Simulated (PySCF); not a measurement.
Isomers C$_{5}$H$_{7}$N$_{3}$O:

A. `N1(C)C(C(C)=O)=NN=C1`
B. `Cn1nnc(C)c1C=O`
C. SMILES COc1nncnc1C
D. `CC(=O)c1cnn(C)n1`
E. `Cc1nn(C)nc1C=O`
F. `CC(=O)c1cn(C)nn1`

Spectrum 1. ¹H NMR (400 MHz, computed): δ 8.11 (s, 1H), 4.26 (s, 3H), 2.86 (s, 3H). ¹³C{¹H} NMR (computed): δ 197.8 (C), 154.8 (C), 132.5 (CH), 36.3 (CH3), 30.8 (CH3).

Spectrum 2. ¹H NMR (400 MHz, computed): δ 7.81 (s, 1H), 4.02 (s, 3H), 2.98 (s, 3H). ¹³C{¹H} NMR (computed): δ 197.3 (C), 155.8 (C), 149.3 (CH), 34.9 (CH3), 30.8 (CH3).

Spectrum 3. ¹H NMR (400 MHz, computed): δ 8.18 (s, 1H), 4.30 (s, 3H), 2.67 (s, 3H). ¹³C{¹H} NMR (computed): δ 196.1 (C), 152.2 (C), 141.1 (CH), 41.9 (CH3), 30.5 (CH3).

Spectrum 4. ¹H NMR (400 MHz, computed): δ 10.45 (s, 1H), 4.36 (s, 3H), 2.84 (s, 3H). ¹³C{¹H} NMR (computed): δ 183.2 (CH), 156.5 (C), 137.2 (C), 39.0 (CH3), 12.8 (CH3).

Spectrum 5. ¹H NMR (400 MHz, computed): δ 10.43 (s, 1H), 4.25 (s, 3H), 2.76 (s, 3H). ¹³C{¹H} NMR (computed): δ 190.7 (CH), 154.8 (C), 149.4 (C), 41.7 (CH3), 15.0 (CH3).

Spectrum 6. ¹H NMR (400 MHz, computed): δ 9.48 (s, 1H), 4.42 (s, 3H), 2.61 (s, 3H). ¹³C{¹H} NMR (computed): δ 171.1 (C), 158.1 (CH), 154.6 (C), 56.8 (CH3), 22.4 (CH3).

No solvent model, one conformer, one averaged value for each set of equivalent atoms, no relativistic terms. GFN2-xTB structure; σ from GIAO-PBE0/pcSseg-1; PySCF 2.14.0 with density-fitted response routines.

Referencing at the same level of theory: ¹H, ¹³C against TMS. Where no couplings were computed, multiplicities follow the n + 1 count of equivalent neighbours, and m marks all less simple cases (inequivalent or close neighbours, rings, F or P nearby). Shifts are as computed. Against solution values, carbons near 30 ppm lie about +3 ppm off and those near 130 ppm about +5 ppm. Of 1211 compounds with measured shifts, 218 miss one by over three times the rms of a fit or turn the order of signals round; such compounds aren't used in these exercises.

Task: Match each spectrum to its structure.

Result: 1–F, 2–A, 3–D, 4–B, 5–E, 6–C.

- Spectrum 1 (F): 5 ¹³C signals; δC 197.8 is a ketone carbonyl carbon; δC 36.3 is a methyl carbon bonded to N.
- Spectrum 2 (A): 5 ¹³C signals; δC 197.3 is a ketone carbonyl carbon; δC 34.9 is a methyl carbon bonded to N.
- Spectrum 3 (D): 5 ¹³C signals; δC 196.1 is a ketone carbonyl carbon; δC 141.1 is an aromatic CH next to a ring nitrogen.
- Spectrum 4 (B): 5 ¹³C signals; δC 183.2 is an aldehyde carbonyl carbon; δC 39.0 is a methyl carbon bonded to N.
- Spectrum 5 (E): 5 ¹³C signals; δC 190.7 is an aldehyde carbonyl carbon; δC 41.7 is a methyl carbon bonded to N.
- Spectrum 6 (C): 5 ¹³C signals; δC 171.1 is an aromatic carbon bearing oxygen; δC 56.8 is a methyl carbon bonded to O.
